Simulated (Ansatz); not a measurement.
Consider the atomization: `[CH3][AlH][SiH2][SeH]` → Al• + C• + 7 H• + Se• + Si•.

Computed with Ansatz on PBE0-D4/def2-TZVP structures; ΔE is electronic, products minus reactants. CCSD(T)/CBS is the MP2 limit (def2-TZVPP, def2-QZVPP) plus CCSD(T) − MP2 in def2-TZVPP, frozen cores. This one scheme is used for every species, atoms too. Open shells (•) are unrestricted, without spin–orbit coupling. Spin–orbit coupling would lower the free atoms: a little for Al, C, Si; clearly for Se. Bonds to Se are less sure, by a few kJ/mol each and by 10 to 20 or more in all where they break to atoms, as the def2 sets lack core-valence functions. Scalar relativity is left out up to krypton. One conformer a species, not always the lowest.

```csv
species,CCSD/def2-SVP energy (Eh)
`[CH3][AlH][SiH2][SeH]`,-2972.76381
Al•,-241.83289
C•,-37.71440
H•,-0.49928
Se•,-2399.72585
Si•,-288.81458
```

**Question.** Work out ΔE.

**Answer.** ΔE = 7 × (-0.49928) + (-241.83289) + (-37.71440) + (-2399.72585) + (-288.81458) − (-2972.76381) = 1.18113 Eh = +32.14 eV. CCSD(T)/CBS gives +34.65 eV.

Largest T1 diagnostic among the species: 0.018.

From PBE to PBE0 (25 % exact exchange), in def2-TZVPP and without D4, ΔE moves by −0.15 eV: exact exchange takes away binding that semilocal exchange gives to molecules. At CCSD(T), def2-SVP lies −2.23 eV from the extrapolated value and def2-TZVPP −0.92 eV: correlation converges slowly with the basis, and small sets miss more of it in the bonded molecule than in its fragments. Leaving LDA and LC-ωPBE aside and taking each functional with its dispersion term where it has one, the values, not all of them listed here, spread over 0.90 eV, from revPBE-D4 to B97M-V. LDA lies +4.23 eV from PBE without D4, its usual overbinding.

For atomizations the MP2-based limit and the directly extrapolated one differ by several kJ/mol either way, and by 10 to 25 for some Ge, Se and Sn compounds, so smaller differences from it don't rank the levels.
